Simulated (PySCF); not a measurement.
## Excitation energy of Ce²⁺ by level of theory

Ce²⁺ [Xe] 4f2 (high-spin determinant) → Ce²⁺ [Xe] 4f1 6s1 (3F), as a difference of total energies. Computed with PySCF 2.14 in ANO-RCC-VTZP (8s7p5d3f2g1h, 104 functions), with scalar relativity by spin-free X2C-1e. Correlated levels: valence: [Kr] 4d10 frozen. The calculations carry no spin-orbit coupling.

```
           method  excitation energy (eV)
              UHF                   1.057
    MP2 (valence)                   1.500
SCS-MP2 (valence)                   1.420
   CCSD (valence)                   1.561
CCSD(T) (valence)                   1.591
```

Q: How much does correlation contribute at CCSD(T) (valence)?

A: 1.591 − (1.057) = 0.534 eV, measured against UHF.

A first-order spin-orbit estimate (lowest level to lowest level, LS coupling) adds 0.063 eV.

The basis was made for the ground configuration and has no added diffuse functions, so the excitation energy can come out too high.

The determinant of the lower state mixes LS terms, which raises its energy above the lowest term, most at the Hartree-Fock and MP2 levels.
